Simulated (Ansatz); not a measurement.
Program: Ansatz. Geometries: PBE0-D4/def2-TZVP. ΔE: electronic, gas phase. CCSD(T)/CBS is the MP2 limit (def2-TZVPP, def2-QZVPP) plus CCSD(T) − MP2 in def2-TZVPP, frozen cores. DFT in def2-TZVPP. Each species was taken in one conformer, which may not be the lowest.

`O[SiH]1CB(F)C1` → `BO[SiH](F)C=C`  (isomerisation)

CCSD(T)/CBS gives -8.7 kcal/mol.

Q: Another level gave -0.3 kcal/mol. Which?
A. ωB97X-V/def2-TZVPP
B. r2SCAN/def2-TZVPP
C. PBE0/def2-TZVPP
D. SCS-MP2/def2-TZVPP

A: C. PBE0 -0.3, ωB97X-V -5.1, SCS-MP2/def2-TZVPP -10.9, r2SCAN -3.0 kcal/mol.

Largest T1 diagnostic among the species: 0.013.

In def2-TZVPP, CCSD(T) changes the Hartree–Fock value by +12.0 kcal/mol (the triples alone add +1.0 kcal/mol) and MP2 by +14.7 kcal/mol.
